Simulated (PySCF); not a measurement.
SMILES [SeH][CdH], B3LYP/def2-SVP optimised geometry.

```
4

Cd     0.43    -0.73     0.00
H      2.10    -0.75     0.00
Se    -2.07    -0.73     0.00
H     -2.10     0.75     0.00
```

Density from B3LYP/def2-TZVP, def2 effective core potentials past Kr (PySCF) at that geometry. The core electrons that the potentials of Cd replace are not part of the density.

Minimum of the electron density along straight lines between bonded atoms, close to the bond critical point (lines longer than 1.1 times the sum of covalent radii, or with two minima, are not listed):

| bond | length / Å | ρ at the minimum / e bohr⁻³ | ∇²ρ there / e bohr⁻⁵ | position (fraction from the first atom) |
|---|---|---|---|---|
| Cd1–H2 | 1.677 | 0.111 | 0.13 | 0.65 |
| Cd1–Se3 | 2.492 | 0.073 | 0.11 | 0.48 |
| Se3–H4 | 1.478 | 0.170 | -0.28 | 0.63 |
